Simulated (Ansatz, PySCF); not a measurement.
C₃H₄ClNSi, SMILES Cl[Si@@H]1C=CN=C1. Atoms are numbered in the order given.

```xyz
10

Cl    -1.7283    -0.8333     0.9649
Si    -0.3949    -0.2757    -0.5215
C      1.3660    -0.7953    -0.2376
C      2.0743     0.3527    -0.1522
N      1.4252     1.6308    -0.2529
C      0.1511     1.5491    -0.4194
H     -0.9806    -0.6703    -1.8326
H      1.8375    -1.7772    -0.1640
H      3.1589     0.4066    -0.0019
H     -0.4263     2.4809    -0.5100
```
Charge 0, spin multiplicity 1.

The structure is a stationary point at r2SCAN-D4/def2-SVP. The structure was generated by enumeration; whether it is a known compound was not checked.

Two levels are set side by side: PBE-D3(BJ)/def2-SVP (Ansatz, a first-principles code) and r2SCAN-D4/def2-SVP (Ansatz). Each level has its own optimised geometry; the coordinates shown are those of the second. Frequencies come from the Hessian of PySCF at each geometry. Differences are taken from unrounded values.

```tsv
quantity	r2SCAN-D4
mean bond length (Å)	1.469
bond Cl1–Si2 (Å)	2.073
bond Si2–C3 (Å)	1.858
bond Si2–C6 (Å)	1.907
bond C3–C4 (Å)	1.352
bond C4–N5 (Å)	1.437
bond N5–C6 (Å)	1.287
bond Si2–H7 (Å)	1.489
bond C3–H8 (Å)	1.092
bond C4–H9 (Å)	1.096
bond C6–H10 (Å)	1.100
highest harmonic wavenumber (cm⁻¹)	3232
mean harmonic wavenumber (cm⁻¹)	1167
zero-point energy (kcal/mol)	40.04
```

Q: What does PBE-D3(BJ) give, and how far is it from r2SCAN-D4? (Estimate from the structure and the level; the computed values follow.)

A: 
```json
[
 {"quantity": "mean bond length (Å)", "PBE-D3(BJ)": "1.477", "PBE-D3(BJ) minus r2SCAN-D4": "0.008"},
 {"quantity": "bond Cl1–Si2 (Å)", "PBE-D3(BJ)": "2.083", "PBE-D3(BJ) minus r2SCAN-D4": "0.010"},
 {"quantity": "bond Si2–C3 (Å)", "PBE-D3(BJ)": "1.869", "PBE-D3(BJ) minus r2SCAN-D4": "0.011"},
 {"quantity": "bond Si2–C6 (Å)", "PBE-D3(BJ)": "1.917", "PBE-D3(BJ) minus r2SCAN-D4": "0.010"},
 {"quantity": "bond C3–C4 (Å)", "PBE-D3(BJ)": "1.358", "PBE-D3(BJ) minus r2SCAN-D4": "0.006"},
 {"quantity": "bond C4–N5 (Å)", "PBE-D3(BJ)": "1.441", "PBE-D3(BJ) minus r2SCAN-D4": "0.004"},
 {"quantity": "bond N5–C6 (Å)", "PBE-D3(BJ)": "1.294", "PBE-D3(BJ) minus r2SCAN-D4": "0.006"},
 {"quantity": "bond Si2–H7 (Å)", "PBE-D3(BJ)": "1.502", "PBE-D3(BJ) minus r2SCAN-D4": "0.012"},
 {"quantity": "bond C3–H8 (Å)", "PBE-D3(BJ)": "1.098", "PBE-D3(BJ) minus r2SCAN-D4": "0.006"},
 {"quantity": "bond C4–H9 (Å)", "PBE-D3(BJ)": "1.103", "PBE-D3(BJ) minus r2SCAN-D4": "0.007"},
 {"quantity": "bond C6–H10 (Å)", "PBE-D3(BJ)": "1.107", "PBE-D3(BJ) minus r2SCAN-D4": "0.007"},
 {"quantity": "highest harmonic wavenumber (cm⁻¹)", "PBE-D3(BJ)": "3169", "PBE-D3(BJ) minus r2SCAN-D4": "-63"},
 {"quantity": "mean harmonic wavenumber (cm⁻¹)", "PBE-D3(BJ)": "1136", "PBE-D3(BJ) minus r2SCAN-D4": "-31"},
 {"quantity": "zero-point energy (kcal/mol)", "PBE-D3(BJ)": "38.97", "PBE-D3(BJ) minus r2SCAN-D4": "-1.06"}
]
```
